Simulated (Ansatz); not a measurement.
Program: Ansatz. Geometries: PBE0-D4/def2-TZVP. ΔE: electronic, gas phase. CCSD(T)/CBS adds triple-zeta CCSD(T) − MP2 to the extrapolated MP2 energy (def2 sets, frozen cores). Functionals use def2-TZVPP. B3LYP here is the variant with VWN-RPA as its local correlation; programs differ in this. For Ge outer-core shells are correlated without core-valence functions, which leaves a few kJ/mol of doubt a bond. Scalar relativity is left out up to krypton. One conformer a species, not always the lowest.

`[AlH2][CH2][AlH][GeH3]` + `CC#CS` → `CC#C[S][GeH3]` + `[AlH2][CH2][AlH2]`  (cleavage of the Ge–Al bond)

```csv
level,ΔE (kJ/mol),difference from CCSD(T)/CBS
PBE-D4,-11.5,4.6
r2SCAN-D4,-16.1,0.0
PBE0-D4,-13.6,2.5
B3LYP-D4,-19.1,-3.0
ωB97X-V,-19.6,-3.5
ωB97M-V,-19.5,-3.4
B2PLYP,-20.0,-3.9
PBE,-9.3,6.8
B3LYP,-15.5,0.6
HF/def2-TZVPP,-27.2,-11.1
MP2/def2-TZVPP,-26.8,-10.7
CCSD/def2-TZVPP,-16.6,-0.5
CCSD(T)/def2-TZVPP,-17.3,-1.2
MP2/def2-QZVPP,-26.2,-10.1
SCS-MP2/def2-QZVPP,-26.4,-10.3
CCSD/CBS(def2),-15.3,0.8
CCSD(T)/CBS,-16.1,0
```

Largest T1 diagnostic among the species: 0.012.

The D4 term adds −3.6 kJ/mol with B3LYP and −1.7 kJ/mol with PBE0; it sums over pairs of atoms, weighted by their polarisabilities, and B3LYP, whose exchange is more repulsive, gets the larger term.

CCSD(T)/CBS has its own doubt, a few kJ/mol and more with outer-core shells, so smaller differences from it don't rank the levels.
